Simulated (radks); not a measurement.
The numbers below are computed, except where a source is named.
Species: Nd4+. Configuration: [Xe] 4f2 (the NIST ground configuration). Code: a radial shooting solver on a logarithmic mesh with Libxc functionals. Model: Dirac Kohn-Sham, LDA (Slater exchange, Perdew-Zunger correlation), spin-unpolarised, spherical densities, finite nucleus; open shells fill j = l - 1/2 first; Fermi nuclear charge, rms radius 4.9123 fm.

Normalised radial functions P(r) = r R(r) (large component), r in bohr:

```
   r/bohr * 4d3/2 (the largest magnitude, 1.31, reaches the edge; | marks zero)
 0.001708                             *
 0.002278                             *
 0.003014                             *
 0.004019                             *
 0.005318                             *
 0.007093                             *
 0.009385                             *
  0.01252                             *
   0.0167                             *
  0.02209                             |*
  0.02946                             |*
  0.03898                             | *
  0.05199                             |   *
  0.06935                             |      *
  0.09176                             |          *
   0.1224                             |              *
   0.1619                             |               *
    0.216                             |          *
    0.288                             *
   0.3811               *             |
   0.5083    *                        |
   0.6726  *                          |
   0.8971         *                   |
    1.187                   *         |
    1.583                         *   |
    2.111                            *|
    2.794                             *
    3.726                             *
     4.93                             *
    6.576                             *
```

4d3/2: eigenvalue -169.86 eV, 1 radial node at r = 0.290 bohr, <r> = 0.693 bohr, 90 % of the charge inside 1.04 bohr.
